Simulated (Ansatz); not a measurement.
`CB(C)C`. The species carries charge 0 and has multiplicity 1. The structure was optimised at the PBE0-D4/def2-TZVP level.

```xyz
13

C    -0.530   -1.379    0.533
B    -0.029    0.007   -0.006
C     0.417    1.116    1.008
C     0.075    0.273   -1.548
H    -1.152   -1.947   -0.163
H    -1.038   -1.308    1.499
H     0.369   -1.985    0.720
H     1.186    1.791    0.622
H     0.718    0.741    1.989
H    -0.472    1.742    1.178
H    -0.676   -0.250   -2.145
H     1.048   -0.132   -1.866
H     0.085    1.331   -1.821
```

Q: What is the dipole moment at PBE/def2-TZVPP? (Estimate.)

A: The calculation gave: 0.09 D, with components (0.09, -0.03, 0.01) D in this frame, pointing from negative to positive charge.

Q: And with r2SCAN, B3LYP, ωB97M-V? (Best estimate.)

A: The calculation gave: r2SCAN 0.08 D, B3LYP 0.08 D, ωB97M-V 0.08 D.

Q: Give the Mulliken charges with PBE, ωB97M-V, r2SCAN in def2-TZVPP. (Best estimate.)

A: Ansatz gave: 
```tsv
atom	PBE	ωB97M-V	r2SCAN
C1	-0.35	-0.37	-0.25
B2	0.18	0.16	0.24
C3	-0.35	-0.37	-0.25
C4	-0.34	-0.37	-0.25
H5	0.09	0.10	0.05
H6	0.10	0.11	0.06
H7	0.10	0.11	0.06
H8	0.10	0.10	0.06
H9	0.09	0.10	0.05
H10	0.10	0.11	0.06
H11	0.09	0.10	0.06
H12	0.10	0.11	0.06
H13	0.09	0.10	0.05
```

B3LYP here is the variant with VWN-RPA as its local correlation; programs differ in this.
